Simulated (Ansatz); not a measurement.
## Ligand exchange: C2H5FSn + BH2(NH2) → C2H7NSn + BH2F

Species: C2H5FSn `C[CH2][Sn][F]`, singlet; BH2(NH2), singlet; C2H7NSn `C[CH2][Sn][NH2]`, singlet; BH2F `BF`, singlet. The partners trade F for NH2: Sn–F and B–NH2 bonds give way to Sn–NH2 and B–F.

Shapes, held fixed at every level: PBE0-D4/def2-TZVP. Flexible molecules stand in one conformer, not always the lowest. Programs: Ansatz 0.2.0. The zero-point and thermal change to 298 K, harmonic and unscaled (PBE0-D4/def2-TZVP), is -3.7 kJ/mol.

Q: Estimate ΔH(298 K) of this reaction.

A: The highest level, CCSD(T)/def2-TZVPP, gives ΔH(298 K) = +49.4 kJ/mol; the levels span +47.1 to +63.0. The column of differences is taken from that level and isn't an error. No measured value is set beside it here. For atoms past krypton def2 sets carry core potentials with scalar relativity. Outer-core shells of Sn are correlated, in sets that cover them unevenly.

```json
{"level": "HF/def2-SVP", "kind": "Hartree–Fock", "ΔH(298 K) (kJ/mol)": "+59.6", "less CCSD(T)/def2-TZVPP": "+10.2"}
{"level": "r2SCAN-D4/def2-TZVPP", "kind": "meta-GGA", "ΔH(298 K) (kJ/mol)": "+63.0", "less CCSD(T)/def2-TZVPP": "+13.6"}
{"level": "B3LYP-D4/def2-TZVPP", "kind": "global hybrid", "ΔH(298 K) (kJ/mol)": "+62.7", "less CCSD(T)/def2-TZVPP": "+13.3"}
{"level": "B2PLYP/def2-TZVPP", "kind": "double hybrid", "ΔH(298 K) (kJ/mol)": "+59.7", "less CCSD(T)/def2-TZVPP": "+10.3"}
{"level": "MP2/def2-TZVPP", "kind": "perturbation theory", "ΔH(298 K) (kJ/mol)": "+47.1", "less CCSD(T)/def2-TZVPP": "-2.3"}
{"level": "CCSD(T)/def2-SVP", "kind": "coupled cluster or CI", "ΔH(298 K) (kJ/mol)": "+53.7", "less CCSD(T)/def2-TZVPP": "+4.3"}
{"level": "CCSD/def2-SVP", "kind": "coupled cluster or CI", "ΔH(298 K) (kJ/mol)": "+56.1", "less CCSD(T)/def2-TZVPP": "+6.7"}
{"level": "CCSD(T)/def2-TZVPP", "kind": "coupled cluster or CI", "ΔH(298 K) (kJ/mol)": "+49.4", "less CCSD(T)/def2-TZVPP": "0.0"}
```
